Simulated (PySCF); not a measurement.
Job for PySCF: R-B3LYP/6-31G* on GaH3 (SMILES [GaH3]) with ghost functions, monomers drawn apart or pushed together.

```python
from pyscf import gto, scf, dft, mp
from pyscf.data.elements import chemcore

mol = gto.M(
    atom='''
    Ga   -0.00309405    0.02588828    0.25572175
    H    -0.00894275    1.57422169    0.25287382
    H     1.33759315   -0.73686005    0.11897546
    H    -1.34142950   -0.74884788    0.17076386
    ghost-C    0.08698056   -0.16073167    4.22948133
    ghost-O    0.05759131   -0.10784159    3.10875229
    ''',
    basis='6-31g*',
    cart=True,
    charge=0, spin=0, verbose=3, max_memory=1800)
mf = dft.RKS(mol, xc='b3lyp')
mf.conv_tol = 1e-8
mf.max_cycle = 100
mf.kernel()
if not mf.converged:
    mf = mf.newton().run(mf.mo_coeff, mf.mo_occ)
```

Output:

```
converged SCF energy = -1926.39609444819
```

The calculation finished and met its thresholds.

Cost: around 2.6 core-seconds (rough).
